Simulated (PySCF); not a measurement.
## Mo⁺: ionisation energy

Mo⁺ [Kr] 4d5 (6S) → Mo²⁺ [Kr] 4d4 (5D), as a difference of total energies. All numbers are calculated (PySCF 2.14, the spin-free X2C one-electron Hamiltonian (Gaussian nucleus), in ANO-RCC-VTZP). Correlated levels: valence: [Kr] frozen; valence and next inner shell: [Ar] 3d10 frozen. The calculations carry no spin-orbit coupling.

```csv
method,ionisation energy (eV)
UHF,15.072
LDA,16.719
PBE,16.484
PBE0,16.325
r2SCAN,16.361
LC-wPBE,16.146
r2SCANh,16.323
B2PLYP,15.928
MP2 (valence),15.741
SCS-MP2 (valence),15.295
MP2 (valence and next inner shell),16.136
SCS-MP2 (valence and next inner shell),15.713
```

**Question.** How much does correlation contribute at MP2 (valence and next inner shell)?

**Answer.** 16.136 − (15.072) = 1.064 eV, measured against UHF.

A first-order spin-orbit estimate (lowest level to lowest level, LS coupling) adds -0.143 eV.

Errors of the correlated levels include the incompleteness of this basis and the frozen core.

For comparison: 16.16 ± 0.12 eV (semi-empirical (NIST evaluation); NIST Atomic Spectra Database, ionization energies).
